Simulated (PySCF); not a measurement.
**Electron correlation in Be²⁺ (beryllium, charge +2)**

1s2, closed-shell 1S. Calculation: PySCF 2.14, in x2c-QZVPPall (7s4p2d1f, 36 functions); scalar relativity by spin-free X2C-1e. Frozen: nothing; 2 electrons correlated.

With two correlated electrons CCSD is exact within the correlated space (frozen core and kept virtual orbitals).

| level | correlation energy (mhartree) |
| --- | --- |
| CCSD | -20.95 |

Diagnostics: T1 = 0.0011, D1 = 0.0015, largest double amplitude 0.011.

Cost of the coupled-cluster step: of the order of 0.22 core-seconds, for 2 correlated electrons.

This basis was not built for core-valence correlation, so the inner-shell part is incomplete.
